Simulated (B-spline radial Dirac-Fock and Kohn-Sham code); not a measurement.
# 2s emission of Tm⁶⁺

System: the Tm⁶⁺ ion, configuration [Kr] 4d10 4f11 5s2 5p4.

Model: a relativistic independent-particle model: LDA orbitals of the hole state, radiative multipoles to third order, Auger rates from the Coulomb interaction with a continuum orbital, Dirac-Fock energies. Program: a radial finite-basis atomic code.

| line | multipole | energy (eV) | rate (s⁻¹) | share (%) |
| --- | --- | --- | --- | --- |
| L1-L2 | E1 | 505.0 | 2.44e+11 | 0.0278 |
| L1-L3 | E1 | 1474.0 | 1.38e+13 | 1.58 |
| L1-M2 | E1 | 8029.2 | 2.81e+14 | 32.0 |
| L1-M3 | E1 | 8236.8 | 3.78e+14 | 43.2 |
| L1-M4 | E2 | 8608.0 | 7.14e+12 | 0.814 |
| L1-M5 | E2 | 8652.3 | 1.07e+13 | 1.22 |
| L1-N2 | E1 | 9737.7 | 6.78e+13 | 7.74 |
| L1-N3 | E1 | – | 9.58e+13 | 10.9 |
| L1-N4 | E2 | 9932.8 | 9.63e+11 | 0.110 |
| L1-N5 | E2 | 9941.4 | 1.49e+12 | 0.171 |
| L1-O2 | E1 | 10105.7 | 7.92e+12 | 0.904 |
| L1-O3 | E1 | 10113.4 | 1.14e+13 | 1.30 |

The listed lines hold 100.0 % of the radiative rate. A dash stands for an energy that rests on an unreliable hole state. The radiative width is 0.577 eV in the length form and 0.579 eV in the velocity form; the two differ because the transition energies are not eigenvalue differences of the potential that gave the orbitals.

Values without a named source are computed, but for edge energies of neutral atoms, which are taken from tables.
